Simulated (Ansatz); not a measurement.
GeH4O2, SMILES `[OH][GeH2][OH]`, relaxed with RKS PBE-D4/def2-SVP in the Gaussian-basis code of Ansatz from a rough embedded geometry. The force threshold is 0.03 eV/Å; the program also tests the step.

Total charge 0; spin multiplicity 1.

Start:

```xyz
7

O    -0.639   -1.376   -0.024
Ge    0.070    0.216    0.274
O     1.355    0.433   -0.911
H    -1.372   -1.368    0.673
H    -1.004    1.330    0.083
H     0.653    0.302    1.714
H     0.936    0.464   -1.810
```

Question: By how much does the energy fall, and how many steps does the optimiser take? (An estimate is asked.)

Answer: The calculation gave: 0.18 eV, in 16 steps, 3 of them rejected.

Question: Which bonds change most? (An estimate is asked.)

Answer: The calculation gave: O1–H4 from 1.012 to 0.975 Å; Ge2–O3 from 1.761 to 1.798 Å; O1–Ge2 from 1.768 to 1.799 Å; Ge2–H6 from 1.556 to 1.538 Å.

Question: Give the relaxed structure. (Estimate.)

Answer: Ansatz gave: 
```xyz
7

O    -0.655   -1.354    0.541
Ge    0.080    0.283    0.409
O     1.268    0.372   -0.938
H    -1.399   -1.464   -0.079
H    -1.049    1.338    0.194
H     0.928    0.453    1.680
H     0.828    0.373   -1.808
```
